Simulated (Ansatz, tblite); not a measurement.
Removing and adding an electron: Sn19H28, a nanocrystal cut from cubic tin. Total charge 0; singlet. Geometry: PBE-D4/def2-SVP. Ansatz, gas phase; energy differences of separate SCF runs; the oxidised species was run as a doublet alone; the reduced species was run as a doublet alone.

```xyz
47

Sn   -3.2019   -3.3415   -1.5596
Sn   -3.4273   -2.0109    2.8423
Sn    0.7187   -2.7971   -3.9385
Sn    0.4598   -1.3812    0.4402
Sn    4.3995   -0.9202   -1.9112
Sn    0.7101    1.7309   -2.8915
Sn    4.1744    0.4166    2.5023
Sn   -3.1900    1.1866   -0.5205
Sn    0.4869    3.0584    1.5032
Sn    0.2691   -0.1330    4.8747
Sn   -2.0852   -2.9607   -4.1144
Sn   -2.3636   -1.3839    0.2992
Sn   -2.5425   -0.2486    4.8499
Sn   -2.1036    1.8551   -3.0355
Sn    1.5801   -0.8330   -2.0969
Sn    1.3534    0.5079    2.3439
Sn    5.4128    0.8632    0.0151
Sn    1.5161    3.7016   -1.0423
Sn   -2.3229    3.1663    1.2907
H    -4.9383   -3.3616   -1.6473
H    -2.7110   -4.8991   -0.9642
H    -2.9292   -3.6247    3.2539
H    -5.1642   -2.0263    2.7625
H     1.3331   -4.3366   -3.4152
H     1.4138   -2.4835   -5.5011
H     0.9898   -2.9666    0.9450
H     4.8622   -2.5376   -1.4733
H     5.0990   -0.6022   -3.4710
H     1.3881    2.0931   -4.4571
H     4.6349   -1.1571    3.0795
H     4.7338    1.5672    3.6798
H    -4.9312    1.2113   -0.6169
H     1.0264    4.2438    2.6631
H     0.8883   -1.6861    5.3508
H     0.8235    1.0133    6.0587
H    -2.5485   -4.2597   -5.1729
H    -2.7034   -1.4911   -4.7967
H    -3.1390   -0.7547    6.4025
H    -3.1789    1.3349    4.5416
H    -2.7112    0.8082   -4.2795
H    -2.5770    3.4786   -3.4429
H     5.1040    2.4917   -0.4947
H     7.1360    0.6821    0.1576
H     3.2447    3.8509   -0.9989
H     0.8717    5.2391   -1.5392
H    -3.0766    2.9663    2.8413
H    -2.7845    4.7299    0.6837
```

In the def2 sets Sn takes a core potential; there is no spin–orbit coupling. The xTB rows come from tblite. Single mean-field runs in def2-SVP are fitted with def2-universal-jkfit. HOMO above LUMO, or a gap near zero within one spin, warns that the state may not be the lowest or that an electron is smeared out.

```
           level  −HOMO (eV)  vertical IE (eV)  −LUMO (eV)  vertical EA (eV)  HOMO–LUMO gap (eV)  IE − EA (eV)                                     remarks
        GFN2-xTB       10.60             11.82        9.76              8.61                0.84          3.21                                           –
BLYP-D4/def2-SVP        5.56              6.94        2.88              1.77                2.68          5.17  gap within one spin near zero (+1 doublet)
PBE0-D4/def2-SVP        6.58              7.52        2.27              1.48                4.31          6.03                                           –
```

Problem. Estimate the rows for GFN1-xTB, PBE-D4/def2-SVP.

Solution. 
```tsv
level	−HOMO (eV)	vertical IE (eV)	−LUMO (eV)	vertical EA (eV)	HOMO–LUMO gap (eV)	IE − EA (eV)	remarks
GFN1-xTB	10.30	11.58	8.92	7.71	1.37	3.87	–
PBE-D4/def2-SVP	5.78	7.09	2.93	1.76	2.85	5.33	gap within one spin near zero (+1 doublet)
```

   Raw xTB energy differences between charge states are shifted by several eV; the methods need an empirical correction for them. Sets without diffuse functions give affinities that are too small.
